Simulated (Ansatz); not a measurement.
Start from `C[CH]1[AlH][SiH2]1` and change one atom or group to get `C[C@@H]1[AlH][Si@H]1[SiH3]`.

Ansatz, PBE0-D4/def2-TZVP geometries, multiplicity 1. 

```tsv
property	`C[CH]1[AlH][SiH2]1`
HOMO energy (B3LYP/def2-TZVPP) / eV	-5.85
HOMO energy (ωB97M-V/def2-TZVPP) / eV	-7.98
HOMO energy (PBE/def2-TZVPP) / eV	-5.07
HOMO–LUMO gap (B3LYP/def2-TZVPP) / eV	3.96
size of the dipole moment (B3LYP/def2-TZVPP) / D	1.14
HOMO–LUMO gap (PBE0/def2-TZVPP) / eV	4.31
```

Give the same properties after the change, and the shifts. (Best estimate.)

The calculation gave: 
```json
{"property": "HOMO energy (B3LYP/def2-TZVPP) / eV", "`C[C@@H]1[AlH][Si@H]1[SiH3]`": "-5.79", "shift": "0.06"}
{"property": "HOMO energy (ωB97M-V/def2-TZVPP) / eV", "`C[C@@H]1[AlH][Si@H]1[SiH3]`": "-7.88", "shift": "0.10"}
{"property": "HOMO energy (PBE/def2-TZVPP) / eV", "`C[C@@H]1[AlH][Si@H]1[SiH3]`": "-5.04", "shift": "0.03"}
{"property": "HOMO–LUMO gap (B3LYP/def2-TZVPP) / eV", "`C[C@@H]1[AlH][Si@H]1[SiH3]`": "3.83", "shift": "-0.13"}
{"property": "size of the dipole moment (B3LYP/def2-TZVPP) / D", "`C[C@@H]1[AlH][Si@H]1[SiH3]`": "1.38", "shift": "0.24"}
{"property": "HOMO–LUMO gap (PBE0/def2-TZVPP) / eV", "`C[C@@H]1[AlH][Si@H]1[SiH3]`": "4.18", "shift": "-0.13"}
```

With PBE0 the HOMO rises by 0.06 eV and the LUMO falls by 0.08 eV, so the gap narrows by about 0.14 eV. PBE moves the HOMO by 0.03 eV and ωB97M-V by 0.10 eV. Dipoles are sizes alone; their direction can turn.

B3LYP here is the variant with VWN-RPA as its local correlation; programs differ in this.
